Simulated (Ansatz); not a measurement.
One change: `FC[SiH2][InH2]` becomes `FC[SiH2][GaH2]`.

Ansatz, PBE0-D4/def2-TZVP geometries, multiplicity 1. Each molecule was computed in one conformer, which needn't be the lowest.

Elements past krypton have def2 core potentials. Scalar relativity is left out up to krypton.

```tsv
property	`FC[SiH2][InH2]`
LUMO energy (PBE/def2-TZVPP) / eV	-2.44
HOMO–LUMO gap (PBE0/def2-TZVPP) / eV	5.50
HOMO–LUMO gap (PBE/def2-TZVPP) / eV	3.73
zero-point energy (PBE0-D4/def2-TZVP) / kJ/mol	153.6
HOMO energy (PBE/def2-TZVPP) / eV	-6.17
LUMO energy (ωB97M-V/def2-TZVPP) / eV	-0.16
```

(1) Give the same properties after the change, and the shifts. (Best estimate.)

Results:

(1) Computed: 
```json
{"property": "LUMO energy (PBE/def2-TZVPP) / eV", "`FC[SiH2][GaH2]`": "-2.25", "shift": "0.19"}
{"property": "HOMO–LUMO gap (PBE0/def2-TZVPP) / eV", "`FC[SiH2][GaH2]`": "5.93", "shift": "0.43"}
{"property": "HOMO–LUMO gap (PBE/def2-TZVPP) / eV", "`FC[SiH2][GaH2]`": "4.04", "shift": "0.31"}
{"property": "zero-point energy (PBE0-D4/def2-TZVP) / kJ/mol", "`FC[SiH2][GaH2]`": "158.3", "shift": "4.7"}
{"property": "HOMO energy (PBE/def2-TZVPP) / eV", "`FC[SiH2][GaH2]`": "-6.29", "shift": "-0.12"}
{"property": "LUMO energy (ωB97M-V/def2-TZVPP) / eV", "`FC[SiH2][GaH2]`": "0.32", "shift": "0.48"}
```

With PBE0 the HOMO falls by 0.16 eV and the LUMO rises by 0.26 eV, so the gap widens by about 0.42 eV. PBE moves the HOMO by -0.12 eV and ωB97M-V by -0.19 eV.

Positive LUMOs are unbound, so they and the gaps depend on the basis.
